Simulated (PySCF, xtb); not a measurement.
GeI2, SMILES [Ge]([I])[I] (connectivity only; charge and spin as stated), neutral, multiplicity 1.

Harmonic wavenumbers (cm⁻¹) from GFN2-xTB (xtb) at its own minimum, in rising order: 76, 249, 250.

Question: What does r2SCAN-D4/def2-SVP (PySCF) give at its own minimum? (An estimate is asked for; the answer gives what the named calculation found.)

Answer: 76, 232, 232. Paired by order, the mean absolute difference is 12 cm⁻¹ and the zero-point energies are 0.8 and 0.8 kcal/mol.
